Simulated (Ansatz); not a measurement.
The lowest singlet and triplet of CS (SMILES [C]=S); geometries from B3LYP-D3(BJ)/def2-TZVP, each state relaxed from the structure named, with no frequency check.
Singlet (charge 0, multiplicity 1):
```tsv
atom	x (Å)	y (Å)	z (Å)
C	0.0000	0.0000	-1.1142
S	0.0000	0.0000	0.4178
```

A positive gap puts the triplet lower; no zero-point energy. R- takes a restricted singlet. U- takes an unrestricted singlet (broken symmetry where lower, unprojected). The triplet is unrestricted in single-reference levels.

Correlated levels freeze the cores.

Codes used: Ansatz (a quantum-chemistry and plane-wave program) with Gaussian orbitals. Values without a source in brackets are computed.

Task: Estimate the gap E(singlet) − E(triplet), vertical, at the singlet's geometry that R-MP2/cc-pV(D+d)Z returns for this input.

Result: -3.91 eV

Task: What is the computed gap E(singlet) − E(triplet), vertical, at the singlet's geometry (R-CCSD/cc-pV(T+d)Z)?

Result: -3.34 eV

Task: Predict the gap E(singlet) − E(triplet), vertical, at the singlet's geometry from U-CCSD(T)/cc-pV(D+d)Z.

Result: -3.51 eV

Doubts at one or more of the structures used: a spin-contaminated determinant (R-MP2/cc-pV(D+d)Z, R-CCSD/cc-pV(T+d)Z, U-CCSD(T)/cc-pV(D+d)Z); T1 above 0.05 (R-CCSD/cc-pV(T+d)Z, U-CCSD(T)/cc-pV(D+d)Z).
